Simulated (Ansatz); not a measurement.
Program: Ansatz. Geometries: PBE0-D4/def2-TZVP. ΔE: electronic, gas phase. CCSD(T)/CBS adds triple-zeta CCSD(T) − MP2 to the extrapolated MP2 energy (def2 sets, frozen cores). For Ge outer-core shells are correlated without core-valence functions, which leaves a few kJ/mol of doubt a bond. Scalar relativity is left out up to krypton. Each species was taken in one conformer, which may not be the lowest.

`O=C(O)O[SiH3]` + `S[CH2][GeH3]` → `[SiH3]S[CH2][GeH3]` + `O=C(O)O`  (ligand exchange at the Si–O bond)

| species | MP2/def2-QZVPP energy (Eh) |
| --- | --- |
| `O=C(O)O[SiH3]` | -554.98924 |
| `S[CH2][GeH3]` | -2515.24445 |
| `[SiH3]S[CH2][GeH3]` | -2805.51560 |
| `O=C(O)O` | -264.70897 |

**Question.** Work out ΔE.

**Answer.** ΔE = (-2805.51560) + (-264.70897) − (-554.98924) − (-2515.24445) = 0.00912 Eh = +23.9 kJ/mol. CCSD(T)/CBS gives +25.6 kJ/mol.

Largest T1 diagnostic among the species: 0.014.

Leaving LDA and LC-ωPBE aside and taking each functional with its dispersion term where it has one, the values, not all of them listed here, spread over 21.7 kJ/mol, from revPBE-D4 to CAM-B3LYP-D4. LDA lies +3.4 kJ/mol from PBE without D4. From BLYP to BHLYP (50 % exact exchange), in def2-TZVPP and without D4, ΔE moves by +6.5 kJ/mol. In def2-TZVPP, CCSD(T) changes the Hartree–Fock value by −11.8 kJ/mol (the triples alone add −2.4 kJ/mol) and MP2 by −15.0 kJ/mol.
